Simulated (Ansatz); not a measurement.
Several settings on one geometry of BiH2(vinyl) (C2H5Bi) (that of the charge 0 singlet, PBE-D4/def2-TZVP). Ansatz on 4 threads of Arm Neoverse V2 on a shared host; times are rough.

```xyz
8

Bi    0.754    1.383    0.861
H     2.215    1.435   -0.208
H    -0.008    2.666   -0.167
C    -0.189   -0.281   -0.338
C    -0.703   -1.360    0.256
H    -0.212   -0.176   -1.426
H    -0.696   -1.495    1.342
H    -1.161   -2.172   -0.320
```

Totals from different functionals, basis sets or treatments of relativity can't be compared as stabilities.

In the def2 sets Bi takes a core potential; there is no spin–orbit coupling. Correlated methods freeze 6 core orbitals; core or outer-core shells of Bi are correlated, in sets that lack core-valence functions.

Problem. Give the basis size and estimate the energy, ⟨S²⟩ and time of these runs.

| run | method | charge | state | further keys |
| --- | --- | --- | --- | --- |
| 1 | RHF, rpa/def2-SVP | 0 | singlet | scf: {omitted_lower_state_checks: [starts]} |
| 2 | RKS revPBE/def2-mTZVPP | 0 | singlet | point_charges: [{charge: 0.50, position_ang: [4.809, -0.263, -0.759]}]; scf: {omitted_lower_state_checks: [starts]} |
| 3 | RKS ωB97M-V/def2-mTZVPP | 0 | singlet | nuclear_model: gaussian; scf: {lower_state_search: full}; forces asked |

Solution. 
```json
{"run": "1", "functions": "79", "energy (Eh)": "-292.5359", "⟨S²⟩": "–", "wall time": "0.55 s"}
{"run": "2", "functions": "99", "energy (Eh)": "-293.8753", "⟨S²⟩": "–", "wall time": "0.65 s"}
{"run": "3", "functions": "99", "energy (Eh)": "-293.6910", "⟨S²⟩": "–", "wall time": "4.5 s"}
```

At RHF, rpa/def2-SVP the restricted singlet (for correlated methods, its reference) is unstable: a solution with broken spin symmetry lies lower.
